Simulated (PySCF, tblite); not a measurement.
A database entry of computed molecular properties. Lists by class give the value and the number of equivalent atoms.

```json
{
 "formula": "C4H11NOSi3",
 "smiles": "C=C1C=CO[Si@@H]1N([SiH3])[SiH3]",
 "inchi": "InChI=1S/C4H11NOSi3/c1-4-2-3-6-9(4)5(7)8/h2-3,9H,1H2,7-8H3/t9-/m0/s1",
 "charge": 0,
 "multiplicity": 1,
 "geometry_level": "GFN2-xTB",
 "atoms_angstrom": [
  ["C", -1.977, -1.803, -0.252],
  ["C", -1.662, -0.517, -0.111],
  ["C", -2.425, 0.593, -0.657],
  ["C", -1.897, 1.787, -0.387],
  ["O", -0.752, 1.853, 0.329],
  ["Si", -0.233, 0.341, 0.781],
  ["N", 1.365, 0.085, 0.175],
  ["Si", 1.955, 1.153, -1.081],
  ["Si", 2.179, -1.357, 0.715],
  ["H", -2.852, -2.119, -0.8],
  ["H", -1.369, -2.582, 0.177],
  ["H", -3.325, 0.458, -1.231],
  ["H", -2.29, 2.747, -0.686],
  ["H", -0.267, 0.302, 2.241],
  ["H", 1.062, 1.097, -2.243],
  ["H", 3.28, 0.649, -1.44],
  ["H", 2.038, 2.51, -0.544],
  ["H", 1.889, -1.499, 2.141],
  ["H", 1.671, -2.524, -0.012],
  ["H", 3.604, -1.162, 0.472]
 ],
 "electronic_structure_code": "PySCF",
 "results": {
  "GFN2-xTB geometry": {
   "point_group": "C1",
   "rotational_constants_GHz": [1.468, 0.82, 0.623]
  },
  "PBE0/pcSseg-1 ground state and GIAO shieldings, non-relativistic": {
   "dipole_D": 0.76,
   "homo_eV": -6.3,
   "lumo_eV": -0.94,
   "shift_vs_computed_TMS_C_by_class_ppm": [
    [159.4, 1],
    [152.7, 1],
    [126.4, 1],
    [121.5, 1]
   ],
   "shift_vs_computed_TMS_H_by_class_ppm": [
    [6.82, 1],
    [6.1, 1],
    [6.1, 1],
    [5.59, 1],
    [5.55, 1],
    [4.81, 6]
   ],
   "shielding_other_nuclei_by_class_ppm": [
    ["N", 257.1, 1],
    ["O", 197.8, 1],
    ["Si", 360.9, 1],
    ["Si", 401.5, 2]
   ],
   "charges_hirshfeld_e_by_atom": [-0.1, -0.1, -0.09, 0.04, -0.2, 0.44, -0.35, 0.35, 0.35, 0.04, 0.04, 0.05, 0.06, -0.07, -0.08, -0.08, -0.08, -0.08, -0.08, -0.07]
  },
  "GFN2-xTB harmonic vibrations, gas phase": {
   "strongest_ir_bands_cm-1_km_per_mol_modes": [
    [799.6, 733.7, 1],
    [980.9, 399.1, 1],
    [997.7, 663.0, 1],
    [2221.3, 424.0, 1],
    [2285.5, 366.7, 1],
    [2289.7, 570.8, 1]
   ],
   "zpe_kcal_per_mol": 82.0
  }
 }
}
```

The rotational constants make it an asymmetric top with κ = (2B − A − C)/(A − C) = -0.53, nearer the prolate limit (−1). The zero-point energy, half the sum of the 54 harmonic wavenumbers, equals 28690 cm⁻¹ or 343 kJ/mol. With B = h/(8π²I), that is 505.379 GHz u Å² over I, the principal moments of inertia are 344.4, 616.0 and 811.2 u Å² (most abundant isotopes).

One conformer (not necessarily the lowest) at the GFN2-xTB geometry, without solvent or vibrations. NMR classes are plain means over equivalent atoms (diastereotopic ones count apart unless rotation or inversion swaps them), as if these changed places fast; in this geometry the members of some classes differ.

Conformer computed: `[CH2:1]=[C:2]1[CH:3]=[CH:4][O:5][Si@@H:6]1[N:7]([SiH3:8])[SiH3:9]`: O5–Si6–N7–Si8 -16°.
